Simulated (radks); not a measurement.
Ionisation of the oxygen ion O3+, [He] 2s2 2p1, to [He] 2s2 as the strength of local exchange is varied. Method: non-relativistic Kohn-Sham, Slater X-alpha exchange (alpha = 2/3 is LDA exchange), no correlation, spin-unpolarised, spherical densities, point nucleus; computed with a radial shooting solver on a logarithmic mesh with Libxc functionals.

alpha  E(O3+) (hartree)  exchange (hartree)  IE (eV)  -e of the level emptied (eV)  <r> of it (bohr)
0.564         -69.38294            -4.83539   72.728                   60.895 (2p)            0.9369
0.619         -69.85549            -5.32964   74.053                   62.186 (2p)            0.9291
0.667         -70.26954            -5.76427   75.220                   63.324 (2p)            0.9223
0.716         -70.69380            -6.21113   76.421                   64.497 (2p)            0.9156
0.909         -72.38045            -8.00233   81.247                   69.224 (2p)            0.8901
0.939         -72.64485            -8.28521   82.011                   69.974 (2p)            0.8863

NIST Atomic Spectra Database: 77.414 eV (measured). The Delta-SCF value meets it near alpha = 0.76. Spin polarisation and multiplet splitting are left out, so open shells lie too high by an amount that depends on their filling.

Beside tabulated values, note that spin-unpolarised runs miss the spin-polarisation part of the exchange energy of open shells.
